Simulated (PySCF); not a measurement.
Z-matrix (Å, degrees):
```
B
I 1 2.0859
I 1 2.0860 2 128.93
```
Charge 0, spin multiplicity 2.

### Question
What is the computed total energy, dipole moment and highest occupied spin orbital (TPSSh-D3(BJ)/def2-TZVP // CAM-B3LYP-D3(BJ)/def2-TZVP (PySCF))?

### Answer

| Item | Result |
|---|---|
| total energy | -620.0805 Ha |
| dipole moment | 0.61 D |
| highest occupied spin orbital | -5.46 eV |
